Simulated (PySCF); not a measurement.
A TDDFT job was run through a driver script with this input:

```
{"job": {"kind": "uv", "xc": "CAM-B3LYP", "basis": "def2-SVPD", "nstates": 8, "ntriplets": 3}, "charge": 0, "multiplicity": 1}
Cl     2.316613    -1.303294     1.260725
C      1.770632    -0.436538    -0.209612
Br     2.762610     1.265455    -0.370659
C      0.325595    -0.177912    -0.158436
C     -0.713683    -0.526329    -0.921446
C     -1.713581     0.204264    -0.070365
C     -0.507754     0.612046     0.815739
H      2.064192    -1.032049    -1.074986
H     -0.821592    -1.110382    -1.816738
H     -2.450281    -0.428128     0.420458
H     -2.216845     1.033000    -0.563858
H     -0.526147     0.221528     1.830968
H     -0.294148     1.678825     0.840481
```

Method used: PySCF 2.14.0, density-fitted response routines, TDDFT CAM-B3LYP/def2-SVPD, vertical, gas phase, core orbitals frozen in the response. Job line and output are in the format of a driver script around the code.

Q: What does the script print for it, SCF cycles aside?

A: 
```
converged SCF energy = -3227.8838309734

Static polarisability (au): isotropic 94.146, principal 79.170 90.400 112.867

Singlet excitations
state   eV       nm        f      main configurations
  1   5.4872    226.0   0.03075   H->L 0.49, H-2->L 0.24, H-1->L 0.14
  2   5.6398    219.8   0.00129   H-1->L 0.55, H-2->L 0.34
  3   6.1452    201.8   0.13633   H->L 0.42, H-2->L 0.32, H-1->L 0.17
  4   6.4463    192.3   0.22486   H->L+1 0.83
  5   6.8281    181.6   0.00530   H-2->L+1 0.45, H-4->L+1 0.28, H-3->L+1 0.09
  6   6.8532    180.9   0.02299   H-1->L+1 0.46, H-3->L+1 0.13, H-3->L 0.13
  7   6.9569    178.2   0.00674   H-3->L 0.34, H-4->L 0.30, H-3->L+1 0.10
  8   7.1206    174.1   0.05686   H-4->L 0.38, H-3->L 0.26, H-4->L+1 0.12

Triplet excitations (Tamm-Dancoff, eV): 3.9823 4.9456 4.9986
```

Geometry: GFN2-xTB, one conformer, isolated molecule. The CAM-B3LYP/def2-SVPD calculation is non-relativistic and has no spin–orbit coupling, an omission that weighs most on bromine.

H and L stand for HOMO and LUMO.

Conformer computed: `[Cl:1][C@H:2]([Br:3])[C:4]1=[CH:5][CH2:6][CH2:7]1`: Cl1–C2–C4–C5 -120°.
